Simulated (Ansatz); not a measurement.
CF₃O₃S, charge -1, singlet, geometry from GFN2-xTB (a gas-phase anion, which may not be bound at this level); MP2/6-31G** (Ansatz, a quantum-chemistry and plane-wave program).

Ansatz was given this input:
Ansatz 0.2 input:
```yaml
crystal:
  periodic: [false, false, false]
  atoms:
    - {symbol: O, position_ang: [1.43759940, -0.31893974, 1.17113549]}
    - {symbol: S, position_ang: [0.92357543, -0.03591358, -0.15049648]}
    - {symbol: O, position_ang: [1.20167442, 1.28840781, -0.66027026]}
    - {symbol: O, position_ang: [1.03510126, -1.11234754, -1.10960410]}
    - {symbol: C, position_ang: [-0.92892797, 0.03612172, 0.15136868]}
    - {symbol: F, position_ang: [-1.26275110, 0.99198614, 1.03329425]}
    - {symbol: F, position_ang: [-1.40924817, -1.11942013, 0.63811600]}
    - {symbol: F, position_ang: [-1.61673848, 0.29420318, -0.97256107]}
basis:
  gaussian:
    orbitals: 6-31G__.json
total_charge: -1
magnetization: {spin_polarized: false}
correlation: {method: mp2}
```
The basis file holds 6-31G** in the JSON format of the Basis Set Exchange.

The log (banner, timings and long lists left out):

```
Functional definition: HF
1070 factors; integrals over basis functions are off by at most 8.8e-4 eV
mean field evaluation 1: about -26065.9239 eV, gradient 7.2e1 eV
mean field evaluation 2: about -26066.0494 eV, gradient 7.2e1 eV
mean field evaluation 4: about -26075.9012 eV, gradient 5.0e0 eV
mean field evaluation 8: about -26075.9766 eV, gradient 2.1e-4 eV
mean field -26075.97663402 eV, -958.2744663685 hartree, gradient 4.2e-6 eV, S^2 0.000000; 0 other end points of the search recorded, 0 dependent functions left out
12 core orbitals not correlated
reference -26075.97663402 eV, -958.2744663685 hartree; 25, 25 occupied and 87, 87 virtual orbitals, 1070 factors
second order -35.83445847 eV of doubles, -0.00000000 eV of singles
Total energy: -26111.81109249 eV, -959.5913584278 hartree
```
